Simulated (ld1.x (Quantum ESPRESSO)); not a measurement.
# Transferability test, TM potential for I

- Element: I
- Generator: ld1.x (Quantum ESPRESSO) 7.5
- Type: norm-conserving Troullier–Martins (Kleinman–Bylander form)
- Functional: PBE
- Relativity: scalar-relativistic
- Frozen core: [Kr] 4d10
- Valence charge: 7
- Reference configuration: 5s2 5p5
- Partial waves: 5s (bound): rc 1.60 bohr; 5p (bound): rc 1.75 bohr; 5d channel at 0.35 Ry: rc 1.75 bohr
- Local potential: all-electron potential smoothed inside 1.60 bohr (lloc = -1)
- Core correction: Bessel-smoothed model core, default radius (core density twice the valence density)

Energies are relative to the spin-unpolarised reference configuration 5s2 5p5; without spin polarisation the order of configurations can differ from experiment. The frozen-core shift is the all-electron ΔE with the core orbitals held at their reference shape minus the fully relaxed ΔE.

Question: Give the all-electron excitation energy and the error of the potential for: 5s2 5p4; 5s2 5p3; 5s2 5p2; 5s1 5p6; 5s1 5p5; 5s2 5p4.5; 5s2 5p1.

Answer:

| valence configuration | charge | ΔE all-electron (eV) | error AE − PS (meV) | frozen-core shift (meV) |
| --- | --- | --- | --- | --- |
| 5s2 5p4 | +1 | 11.131 | +0.5 | +6.0 |
| 5s2 5p3 | +2 | 30.977 | +2.2 | +33 |
| 5s2 5p2 | +3 | 60.305 | -18 | +111 |
| 5s1 5p6 | 0 | 10.414 | -5.2 | +7.3 |
| 5s1 5p5 | +1 | 22.111 | +2.8 | +23 |
| 5s2 5p4.5 | +0.5 | 4.532 | -0.3 | +1.6 |
| 5s2 5p1 | +4 | 99.731 | -124 | +285 |

Levels in the configuration 5s1 5p6:

```
level  all-electron (eV)  pseudo (eV)
   5s            -18.126      -18.127
   5p             -7.619       -7.612
```

Note: ghost states, extra bound levels that the all-electron valence spectrum of the same l lacks: d at -1394.0 eV, s at -43.7 eV. A true bound ghost makes a file unfit for plane-wave use.
